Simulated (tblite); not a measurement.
Method: GFN2-xTB as coded in tblite; computed harmonic values from a numerical Hessian at the method's own geometry, unscaled. The method is semi-empirical: single wavenumbers can be off by several per cent or more. Modes of hydrogen on silicon can be 10 to 20 % off. One conformer each. Open shells enter through the occupations alone, without spin polarisation, and single modes of such species can be off by tens of per cent. Thermal functions are those of the rigid rotor and harmonic oscillator, without mixing of conformers.

Problem. Order these by their heat capacity Cp at 200 K, highest first (cal/(mol K)).
A. `C#C[SiH2]n1ncc(F)c1C`
B. `C([SiH2]F)/C(=C/C#N)CC#N`
C. `C[C@H](F)/C(C#N)=C(\[SiH3])C#N`
D. `C#C[C@@H]1C[C@@]2(OC=O)CC[C@@H]1C2`
E. `C[SiH2][SiH][C@@H](F)[SiH2]N` [radical]
F. `CC[C+]1[CH]C=CC=C1` [radical]

Solution. E (36.8), C (34.2), B (32.5), A (31.9), D (30.4), F (23.0).

```json
{"SMILES": "C[SiH2][SiH][C@@H](F)[SiH2]N", "atoms": "18", "mass (u)": "152.02", "symmetry number": "1", "modes under 300 cm⁻¹": "11", "ZPE (kcal/mol)": "75.9", "S translation (cal/(mol K))": "39.0", "S rotation": "29.0", "S vibration": "31.3", "S spin": "1.4", "S": "100.7", "Cp": "36.8"}
{"SMILES": "C[C@H](F)/C(C#N)=C(\\[SiH3])C#N", "atoms": "17", "mass (u)": "154.04", "symmetry number": "1", "modes under 300 cm⁻¹": "10", "ZPE (kcal/mol)": "69.4", "S translation (cal/(mol K))": "39.0", "S rotation": "29.1", "S vibration": "24.4", "S spin": "0.0", "S": "92.5", "Cp": "34.2"}
{"SMILES": "N#C/C=C(\\CC#N)C[SiH2]F", "atoms": "17", "mass (u)": "154.04", "symmetry number": "1", "modes under 300 cm⁻¹": "8", "ZPE (kcal/mol)": "71.1", "S translation (cal/(mol K))": "39.0", "S rotation": "29.5", "S vibration": "26.7", "S spin": "0.0", "S": "95.2", "Cp": "32.5"}
{"SMILES": "C#C[SiH2]n1ncc(F)c1C", "atoms": "17", "mass (u)": "154.04", "symmetry number": "1", "modes under 300 cm⁻¹": "9", "ZPE (kcal/mol)": "71.3", "S translation (cal/(mol K))": "39.0", "S rotation": "29.0", "S vibration": "22.6", "S spin": "0.0", "S": "90.6", "Cp": "31.9"}
{"SMILES": "C#C[C@@H]1C[C@@]2(OC=O)CC[C@@H]1C2", "atoms": "24", "mass (u)": "164.08", "symmetry number": "1", "modes under 300 cm⁻¹": "7", "ZPE (kcal/mol)": "123.1", "S translation (cal/(mol K))": "39.2", "S rotation": "29.3", "S vibration": "18.4", "S spin": "0.0", "S": "86.9", "Cp": "30.4"}
{"SMILES": "CC[C+]1[CH]C=CC=C1", "atoms": "18", "mass (u)": "106.08", "symmetry number": "1", "modes under 300 cm⁻¹": "5", "ZPE (kcal/mol)": "93.1", "S translation (cal/(mol K))": "37.9", "S rotation": "26.9", "S vibration": "12.0", "S spin": "1.4", "S": "78.2", "Cp": "23.0"}
```

Entropies and Cp are for 200 K and 1 bar.
